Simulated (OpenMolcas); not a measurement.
**Al2+: effect of the active space**

| Item | Value |
| --- | --- |
| Program | OpenMolcas |
| Method | CASSCF or its RAS form |
| Basis | ANO-RCC-VQZP |
| Scalar Hamiltonian | DKH2, point nucleus |
| Spin-orbit coupling | RASSI with atomic mean-field integrals over the reference wave functions, term energies averaged over their components |

A. 1 electron in 4 orbitals (3s 3p); 2S+1 = 2 even, 1 root; 2S+1 = 2 odd, 3 roots; cost roughly 4 core-seconds
B. 1 electron in 9 orbitals (RAS2 3s 3p; RAS3 3d, at most 1 electron); 2S+1 = 2 even, 1 root; 2S+1 = 2 odd, 3 roots; cost roughly 9 core-seconds

Energies in cm⁻¹ above 3s ²S_1/2, the measured ground level; measured values from NIST levels in Kelleher and Podobedova, J. Phys. Chem. Ref. Data 37, 709 (2008).

```csv
Level,A,B,Measured
3s ²S_1/2,0.0,0.0,0.0
3p ²P°_1/2,52823,52823,53683
3p ²P°_3/2,53014,53014,53917
```

Deviations, from unrounded energies. A percentage is the sum of absolute deviations over the sum of measured energies, with the sign that they share, or ± where signs differ.

```tsv
Against measurement	Levels	A	B
mean absolute deviation (cm-1)	2	880	880
other configurations (%)	2	-1.6	-1.6
```

A, B lie about equally close to measurement. The largest miss of B in the table is 3p ²P°_3/2, by -900 cm-1. The ranking rests on the paired levels alone, and a cruder setting can come out closer through cancelling errors.

Between A and B no level of the table moves by more than 5 cm-1.

With one active electron the reference holds no correlation, so core polarisation is missing. With one active electron outside closed inactive shells, the extra shells (3d) add no correlation to the reference (holds for B). Computed and measured levels are paired by configuration, term and J; levels that our copy of the source lacks, or whose pairing is in doubt (as where it misses far off the trend of its configuration), stay unpaired and out of the deviations. Levels of configurations outside the active space are missing.

° marks odd parity.
